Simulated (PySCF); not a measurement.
**PbI⁺ at RHF-CCSD(T)**

Level: RHF-CCSD(T). Pb def2-SVP with ECP60, I def2-SVP with ECP28; scalar-relativistic core potentials (PySCF 2.14).

```json
{"state": "¹Σ⁺ (singlet), closed shell", "bond length": "2.722 Å", "harmonic wavenumber": "200 cm⁻¹", "force constant": "1.86 mdyn/Å", "rotational constant Be": "0.02887 cm⁻¹", "anharmonicity ωexe": "0.295 cm⁻¹", "vibration–rotation constant αe": "5.75e-05 cm⁻¹"}
```

Correlated steps freeze 8 core orbitals. These are scalar-relativistic numbers at best; spin–orbit coupling would shift them, the dissociation energy most.
